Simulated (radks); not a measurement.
Values are calculated unless marked as measured or tabulated.
Question: Ionisation of Rh, [Kr] 4d8 5s1, to Rh+, [Kr] 4d8, under several functionals. Dirac Kohn-Sham, spin-unpolarised, spherical densities, finite nucleus; open shells are shared between the two j in proportion to 2j + 1; a radial shooting solver on a logarithmic mesh with Libxc functionals. The NIST Atomic Spectra Database gives 7.459 eV (measured). Rank these functionals by the error of their Delta-SCF ionisation energy: OLYP; SOGGA; LDA (Slater exchange, VWN5 correlation); PBEsol; LDA (Slater exchange, Perdew-Zunger correlation); RPBE.

Answer: From best to worst: PBEsol 7.464 eV (+0.005); SOGGA 7.336 eV (-0.122); RPBE 7.335 eV (-0.124); LDA (Slater exchange, VWN5 correlation) 7.784 eV (+0.325); LDA (Slater exchange, Perdew-Zunger correlation) 7.792 eV (+0.333); OLYP 7.111 eV (-0.348). Spin polarisation and multiplet splitting are left out, so open shells lie too high by an amount that depends on their filling. Sharing an open shell by 2j + 1 raises it above the true ground level by a part of the spin-orbit splitting, which enters the differences from NIST.

Beside tabulated values, note that spin-unpolarised runs miss the spin-polarisation part of the exchange energy of open shells.
